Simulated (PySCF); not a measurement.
PySCF 2.14 output of a UHF calculation on a single atom or ion in x2c-SVPall (6s5p5d1f, 53 functions), with scalar relativity by spin-free X2C-1e:

```
SCF conv_tol = 1e-09
number electrons alpha = 21  beta = 18
cycle= 1 E= -3816.18582225697  delta_E= -0.00504  |g|= 0.0204  |ddm|= 0.059
cycle= 2 E= -3816.18598306588  delta_E= -0.000161  |g|= 0.00377  |ddm|= 0.0107
cycle= 3 E= -3816.18598905357  delta_E= -5.99e-06  |g|= 0.000208  |ddm|= 0.00267
cycle= 4 E= -3816.18598908063  delta_E= -2.71e-08  |g|= 6.26e-05  |ddm|= 0.000195
cycle= 5 E= -3816.18598908319  delta_E= -2.56e-09  |g|= 6.71e-06  |ddm|= 0.000107
cycle= 6 E= -3816.18598908322  delta_E= -2.73e-11  |g|= 5.97e-07  |ddm|= 1.23e-05
converged SCF energy = -3816.18598908322  <S^2> = 3.7537525  2S+1 = 4.0018758
```

The run itself started from symmetry-adapted Hartree-Fock orbitals and held the occupation by maximum overlap, so the iterations belong to that start.

Problem. Which element, charge and spin multiplicity is this?

Solution. Nb²⁺ (niobium, charge +2), multiplicity 4; the state was [Kr] 4d3, high-spin 4F determinant.
